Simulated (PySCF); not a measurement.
Gas-phase reaction: 3 Si(OH)4 ⇌ Si3O3 + 6 H2O + O3

Energies from PySCF, thermal terms from the rigid-rotor harmonic-oscillator model, ideal gas at 1 bar. † marks an energy on the PBE0/def2-TZVP geometry and frequencies; other levels use their own. MP2 freezes the core. All species are closed-shell singlets. B3LYP is the form with VWN-RPA correlation. Si3O3: computed as isolated molecules; such fragments, hydroxides, amides, oligomers or adducts are transient or little studied in the gas. MP2 isn't extrapolated to the basis-set limit; its ΔH°(298 K) is 1891.8 kJ in def2-SVP and 1995.3 kJ in def2-TZVPP. The harmonic model lacks anharmonicity and excited electronic states, which grow with temperature; levels with a mode under 35 cm⁻¹ are left out. Strong static correlation: O3. Internal rotation in Si(OH)4 is treated as a harmonic vibration of one conformer, which makes the entropy rough. Soft modes under 120 cm⁻¹ make the harmonic entropy rough for Si3O3.

| level | ΔE electronic, kJ | ΔH°(298 K), kJ | ΔS°(298 K), J/K | ΔG°(800 K), kJ |
|---|---|---|---|---|
| B3LYP/def2-TZVP† | 1934 | 1897 | 712 | 1340 |
| BLYP/def2-TZVP† | 1773 | 1737 | 712 | 1179 |
| HF/def2-TZVP† | 2230 | 2193 | 712 | 1636 |
| M06-2X/def2-TZVP† | 2123 | 2086 | 712 | 1528 |
| MP2/def2-SVP† | 1929 | 1892 | 712 | 1334 |
| MP2/def2-TZVPP† | 2032 | 1995 | 712 | 1438 |
| PBE/def2-SVP | 1796 | 1760 | 709 | 1205 |
| PBE0/def2-SVP† | 1947 | 1910 | 712 | 1353 |
| PBE0/def2-TZVP | 1994 | 1957 | 712 | 1400 |
| ωB97M-V/def2-TZVP† | 2016 | 1979 | 712 | 1422 |
ΔH° is lowest at BLYP/def2-TZVP† and highest at HF/def2-TZVP†. No reference value is set beside these.
